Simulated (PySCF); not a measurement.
phosphoric acid (H3O4P), SMILES O=P(O)(O)O. The structure is a stationary point at PBE-D3(BJ)/def2-SVP. The values are those of a single conformer.

Computed equilibrium geometry at PBE-D3(BJ)/def2-SVP (PySCF confirms it by a frequency run) as bond lengths and angles, and its point group (one conformer of several):
point group C3.
Atoms: O1 P2 O3 O4 O5 H6 H7 H8. Bonded distances (Å): O1–P2 1.628, O1–H6 0.977, P2–O3 1.495, P2–O4 1.628, P2–O5 1.628, O4–H7 0.977, O5–H8 0.977. Angles (°): P2–O1–H6 109.1, O1–P2–O3 116.7, O1–P2–O4 101.3, O1–P2–O5 101.3, O3–P2–O4 116.7, O3–P2–O5 116.7, O4–P2–O5 101.3, P2–O4–H7 109.1, P2–O5–H8 109.1.
Charge 0, spin multiplicity 1.
